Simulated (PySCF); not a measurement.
**Running PySCF for NaBe**

File input.py (PySCF 2.14):

```python
from pyscf import gto, dft

mol = gto.M(
    atom='Na 0 0 0; Be 0 0 2.662',
    basis='jorge-dzp',
    charge=0,
    spin=1,
    verbose=3,
)
mf = dft.UKS(mol, xc='bp86')
mf.kernel()
mf.analyze()
print('orbital energies (hartree):', [e[max(0, n-3):n+3].round(4) for e, n in zip(mf.mo_energy, mol.nelec)])
```

```bash
$ OMP_NUM_THREADS=1 python input.py
```

The log (some set-up lines and the per-cycle HOMO/LUMO lines with their warnings removed):

```
converged SCF energy = -176.95036406695  <S^2> = 0.76217804  2S+1 = 2.0121412
**** MO energy ****
                             alpha | beta                alpha | beta
MO #1   energy= -37.9987082002346  | -37.9980922939795  occ= 1 | 1
MO #2   energy= -3.87308348857726  | -3.87017718933014  occ= 1 | 1
MO #3   energy= -2.0818582649218   | -2.08056442027961  occ= 1 | 1
MO #4   energy= -1.0598099085246   | -1.0580420636776   occ= 1 | 1
MO #5   energy= -1.05980990852453  | -1.05804206367753  occ= 1 | 1
MO #6   energy= -1.05890802071394  | -1.05721291967787  occ= 1 | 1
MO #7   energy= -0.209443943473254 | -0.198252226374542 occ= 1 | 1
MO #8   energy= -0.1140249415445   | -0.0795009371641054 occ= 1 | 0
MO #9   energy= -0.0744031491073805 | -0.0679979551502722 occ= 0 | 0
MO #10  energy= -0.0744031491073618 | -0.0679979551502411 occ= 0 | 0
MO #11  energy= -0.063298359935379 | -0.0357528526310608 occ= 0 | 0
[28 lines left out]

To work with the spin densities directly, `use mulliken_meta_spin()` only printing them here.

 ** Mulliken spin pop alpha/beta on meta-lowdin orthogonal AOs **
 ** Mulliken Spin Density (per atom)  **
spin density of  0 Na =      0.63411
spin density of  1 Be =      0.36589
 ** Mulliken pop alpha/beta on meta-lowdin orthogonal AOs **
 ** Mulliken atomic charges   ( Nelec_alpha | Nelec_beta ) **
charge of  0Na =      0.00407  (     5.81502      5.18091 )
charge of  1Be =     -0.00407  (     2.18498      1.81909 )
Dipole moment(X, Y, Z, Debye): -0.00000,  0.00000, -2.48793
orbital energies (hartree): [array([-1.0589, -0.2094, -0.114 , -0.0744, -0.0744, -0.0633]), array([-1.058 , -1.0572, -0.1983, -0.0795, -0.068 , -0.068 ])]
```

In short: E(SCF) = -176.950364 Eh, ⟨S²⟩ = 0.762, μz(SCF) = -2.49 D.

It ran on AMD EPYC 9R45 96-Core (1 thread, shared host) in 1.1 s.

The bond length is a typed value, not an optimised one. No search for the lowest solution was made.
